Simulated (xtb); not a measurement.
C₂H₅O₂, SMILES COC=[OH+], charge +1. All values are semi-empirical tight-binding results from xtb (GFN2-xTB unless named), good for trends rather than for accurate numbers. The structure is a stationary point at GFN2-xTB. The isomer is the one that the SMILES or the coordinates give; other isomers of the formula were not compared. Other conformers were not sampled.

Optimised geometry:

Bond lengths (Å): C1–O2 1.439, C1–H5 1.092, C1–H6 1.090, C1–H7 1.092, O2–C3 1.251, C3–O4 1.263, C3–H8 1.097, O4–H9 0.981. Bond angles (°): O2–C1–H5 110.9, O2–C1–H6 105.6, O2–C1–H7 111.0, H5–C1–H6 109.1, H5–C1–H7 110.8, H6–C1–H7 109.2, C1–O2–C3 123.7, O2–C3–O4 129.1, O2–C3–H8 115.6, O4–C3–H8 115.3, C3–O4–H9 119.4.
Charge +1, spin multiplicity 1.

The point group as xtb finds it is Cs. The orbital gap comes out as 4.81 eV. The zero-point energy comes out as 44.0 kcal/mol. The G − E(el) at 298.15 K (modified RRHO) is 26.9 kcal/mol. The static polarisability (D4 model) is 33.8 bohr³ and the solvation energy, GFN2-xTB/ALPB(water) is -66.6 kcal/mol. The solvation energy, GFN2-xTB/ALPB(ch2cl2) is -53.3 kcal/mol.

Computed IR lines (harmonic; lines under 4 % of the strongest left out, lines within 3 cm⁻¹ merged):
ν (cm⁻¹): 661 (w), 704 (m), 954 (w), 1071 (m), 1124 (w), 1370 (w), 1427 (w), 1605 (vs), 2941 (w), 3257 (w) (against the strongest line: vs over 80 %, s over 45 %, m over 15 %, w over 4 %, vw less)

Computed atomic charges and the Wiberg bond orders between heavy atoms:
charges (e) C1 -0.03, O2 -0.07, C3 0.32, O4 -0.20, H5 0.12, H6 0.15, H7 0.12, H8 0.19, H9 0.39. Bond orders C1–O2 0.89, O2–C3 1.48, C3–O4 1.42.
